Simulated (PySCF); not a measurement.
## Configurations of PrB

Unrestricted PBE0; Pr x2c-SVPall, B x2c-SVPall; spin-free X2C with a Gaussian nucleus (PySCF 2.14). The search starts from ions with several 4f fillings and holds each by maximum overlap.

The lowest solution has 2Ms+1 = 7, about 2.3 4f electrons, near 2.27 Å.

The lowest solution of each spin and filling, followed along the bond (rough minima from three points):

```tsv
2Ms+1	4f population	⟨S²⟩ at the start	R at minimum (Å)	Te (eV)
7	2.30	12.00	2.27	0.00
7	2.84	12.00	2.42	0.31
5	2.36	6.98	2.32	0.36
5	2.53	7.02	2.32	0.45
```

Solutions at the starting distance of 2.385 Å, counted from the lowest; the search is not exhaustive:

```
2Ms+1  4f population  E (eV)   ⟨S²⟩  ⟨Lz²⟩  μ (D)
    7           2.30    0.00  12.00    9.7  -4.51
    7           2.29    0.02  12.00   10.1  -4.48
    7           2.84    0.23  12.00   11.4  -6.23
    7           2.85    0.24  12.00    9.0  -6.02
    5           2.36    0.29   6.98    9.8  -4.17
    5           2.38    0.30   6.98   10.0  -4.15
    5           2.53    0.38   7.02   12.8  -4.64
    3           2.61    0.47   4.03   11.3  -4.13
    5           2.61    0.54   6.55   11.1  -5.16
    7           2.55    0.55  12.00   14.0  -6.47
    3           2.85    0.70   3.73    9.0  -3.86
    5           2.59    0.83   6.52   10.7  -4.17
```

Partly filled real f orbitals mix terms, so no term symbols are given. A population far from a whole number shows f orbitals mixing with d and ligand orbitals, not a clean configuration. A positive dipole means Pr(−)B(+).

Spin–orbit coupling is left out. With d or f electrons several states lie close, and the lowest PBE0 determinant need not be the measured ground state.
